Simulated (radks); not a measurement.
Problem. Neutral scandium: order these configurations by energy. Calculated with a radial shooting solver on a logarithmic mesh with Libxc functionals: Dirac Kohn-Sham, relativistic LDA (MacDonald-Vosko exchange, VWN5 correlation), spin-unpolarised, spherical densities, finite nucleus; Fermi nuclear charge, rms radius of each element as measured or else 0.836 A^(1/3) + 0.57 fm. Sub-shells are occupied by j as written (lower j first in brackets). [Ar] 3d(3/2: 1, 5/2: 0) 4s1 4p(1/2: 1, 3/2: 0); [Ar] 3d(3/2: 1, 5/2: 0) 4s2; [Ar] 3d(3/2: 2, 5/2: 0) 4s1; [Ar] 4s2 4p(1/2: 1, 3/2: 0).

Solution. From the lowest, in eV above it: [Ar] 3d(3/2: 1, 5/2: 0) 4s2 0.000; [Ar] 3d(3/2: 2, 5/2: 0) 4s1 1.589; [Ar] 3d(3/2: 1, 5/2: 0) 4s1 4p(1/2: 1, 3/2: 0) 2.815; [Ar] 4s2 4p(1/2: 1, 3/2: 0) 3.644.
